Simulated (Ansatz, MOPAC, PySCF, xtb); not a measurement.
Dimer: disiloxane (SMILES [SiH3]O[SiH3]) (first 9 atoms) with hydrogen (SMILES [H][H]); geometry from B3LYP-D3(BJ)/def2-TZVP, rigid monomers moved along the line of their centres of mass till O2···H10 is 2.39 Å.
(charge 0, multiplicity 1):
| atom | x (Å) | y (Å) | z (Å) |
|---|---|---|---|
| Si | -0.6466 | -1.2714 | -0.3350 |
| O | -0.0073 | 0.0448 | 0.4032 |
| Si | 0.9583 | 1.3640 | 0.2865 |
| H | -1.6257 | -1.8860 | 0.5850 |
| H | -1.3225 | -0.8710 | -1.5914 |
| H | 0.4232 | -2.2463 | -0.6504 |
| H | 2.3642 | 0.9475 | 0.0746 |
| H | 0.8492 | 2.1280 | 1.5466 |
| H | 0.5271 | 2.2097 | -0.8514 |
| H | -0.5859 | -0.1509 | 2.7153 |
| H | -0.7228 | -0.2458 | 3.4410 |

Monomers are frozen at their geometry in the pair; levels with a basis set take the counterpoise correction. Rows marked so take none.

Correlated levels freeze the cores. Rows in 3-21G, 6-31G* carry no dispersion term and start afresh at each structure (6-31G* with six Cartesian d functions). The state that AM1 reach isn't checked.

The values were computed with Ansatz (a quantum-chemistry and plane-wave program) with Gaussian orbitals; MOPAC for AM1 (differences of heats of formation); PySCF for 3-21G rows, 6-31G* rows, the dispersion terms; xtb for the GFN methods. Each number belongs to the level named beside it.

```csv
level,interaction energy (meV)
AM1,5.9
GFN1-xTB,37.1
HF/6-31G* (no counterpoise),36.5
B3LYP/3-21G (no counterpoise),-42.3
B3LYP-D3(BJ)/def2-TZVPPD,-20.4
PBE0/def2-TZVPPD,4.6
PBE0-D4/def2-TZVPPD,-22.3
M06-2X/6-31G* (no counterpoise),(withheld)
SCS-MP2/aug-cc-pV(D+d)Z,(withheld)
```

What belongs in the gaps?


- M06-2X/6-31G* (no counterpoise), interaction energy (meV): -31.5
- SCS-MP2/aug-cc-pV(D+d)Z, interaction energy (meV): 14.6
